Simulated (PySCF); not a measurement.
Pb(CH3)F: one run

Pb(CH3)F (singlet). PySCF 2.14.0, RKS PBE0, Pb def2-SVP with ECP60, C def2-SVP, H def2-SVP, F def2-SVP; non-relativistic Hamiltonian with scalar-relativistic core potentials where named; density fitting; no spin-orbit coupling. Purpose: singlet excitations, Tamm-Dancoff PBE0.

```python
mol = gto.M(atom='''
Pb    -0.01990     0.01613    -0.21121
C      1.89211    -0.00146     1.10973
H      2.78481    -0.24231     0.50976
H      2.02373     0.99586     1.56370
H      1.77539    -0.73580     1.92261
F     -1.34288    -0.03641     1.39021''',
    basis={'Pb': 'def2-SVP', 'C': 'def2-SVP', 'H': 'def2-SVP', 'F': 'def2-SVP'},
    ecp={'Pb': 'def2-SVP'},
    charge=0, spin=0)
mf = dft.RKS(mol, xc='PBE0')
mf.grids.atom_grid = (50, 194)
mf = mf.density_fit()  # fitting sets: Pb def2-universal-JKFIT, C def2-universal-JKFIT, H def2-universal-JKFIT, F def2-universal-JKFIT
mf.conv_tol = 1e-08; mf.max_cycle = 55
mf.kernel(dm0)  # dm0: converged density of the relaxed state
td = mf.TDA(); td.nstates = 8; td.kernel()
```

Run from Python with OMP_NUM_THREADS=2; the lines above give its settings. Where DIIS fails, smearing, a level shift and second-order steps follow.
It took 9.2 s on 2 threads of Intel(R) Xeon(R) 6975P-C (Granite Rapids), with other jobs on the host, from an already converged density.

Q: Where do the frontier levels lie, over both spins?

A: HOMO -6.50 eV, LUMO -2.44 eV. 

Q: What are the Mulliken charges and spins?

A: 
| atom | charge (e) | spin (e) |
| --- | --- | --- |
| Pb1 | 0.731 | 0.000 |
| C2 | -0.460 | 0.000 |
| H3 | 0.062 | 0.000 |
| H4 | 0.073 | 0.000 |
| H5 | 0.083 | 0.000 |
| F6 | -0.488 | 0.000 |

Q: Which singlet excitations follow (Tamm-Dancoff, 8 states)?

A: 
```csv
state,eV,oscillator strength
1,2.78,0.0148
2,5.04,0.0277
3,5.18,0.0153
4,5.36,0.0114
5,5.78,0.0095
6,6.90,0.3631
7,7.22,0.0053
8,7.30,0.0074
```
Functionals without range separation put charge-transfer states too low; the basis has no diffuse functions.

The geometry was relaxed with B3LYP (Pb def2-SVP with ECP60, C def2-SVP, H def2-SVP, F def2-SVP).
